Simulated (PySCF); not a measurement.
PySCF 2.14 output of an unrestricted r2SCAN calculation on a single atom or ion in ANO-RCC-VTZP, with scalar relativity by spin-free X2C-1e:

```
SCF conv_tol = 1e-09
number electrons alpha = 36  beta = 27
    J. W. Furness, A. D. Kaplan, J. Ning, J. P. Perdew, and J. Sun.,  J. Phys. Chem. Lett. 11, 8208-8215 (2020)
    J. W. Furness, A. D. Kaplan, J. Ning, J. P. Perdew, and J. Sun.,  J. Phys. Chem. Lett. 11, 9248-9248 (2020)
    J. W. Furness, A. D. Kaplan, J. Ning, J. P. Perdew, and J. Sun.,  J. Phys. Chem. Lett. 11, 8208-8215 (2020)
    J. W. Furness, A. D. Kaplan, J. Ning, J. P. Perdew, and J. Sun.,  J. Phys. Chem. Lett. 11, 9248-9248 (2020)
cycle= 1 E= -11270.2297610616  delta_E= -0.0173  |g|= 0.233  |ddm|= 0.233
cycle= 2 E= -11270.2212974142  delta_E= 0.00846  |g|= 0.349  |ddm|= 0.192
cycle= 3 E= -11270.2365793373  delta_E= -0.0153  |g|= 0.00621  |ddm|= 0.0847
cycle= 4 E= -11270.2367110636  delta_E= -0.000132  |g|= 0.00342  |ddm|= 0.0549
cycle= 5 E= -11270.2368473469  delta_E= -0.000136  |g|= 0.00249  |ddm|= 0.0695
cycle= 6 E= -11270.2369565808  delta_E= -0.000109  |g|= 0.00131  |ddm|= 0.12
cycle= 7 E= -11270.2369497546  delta_E= 6.83e-06  |g|= 0.00129  |ddm|= 0.0255
cycle= 8 E= -11270.2369574667  delta_E= -7.71e-06  |g|= 0.000223  |ddm|= 0.0359
cycle= 9 E= -11270.2369576562  delta_E= -1.9e-07  |g|= 2.09e-05  |ddm|= 0.00503
cycle= 10 E= -11270.2369576561  delta_E= 8.19e-11  |g|= 1.78e-05  |ddm|= 0.000744
converged SCF energy = -11270.2369576561  <S^2> = 24.755134  2S+1 = 10.001027
```

The run itself started from symmetry-adapted Hartree-Fock orbitals and held the occupation by maximum overlap, on a logarithmic radial grid, so the iterations belong to that start.

Task: Which element, charge and spin multiplicity is this?

Result: Gd+ (gadolinium, charge +1), multiplicity 10; the state was [Xe] 4f7 5d1 6s1, high-spin 10D determinant.

Spin-orbit coupling, absent here, splits the open shell strongly.
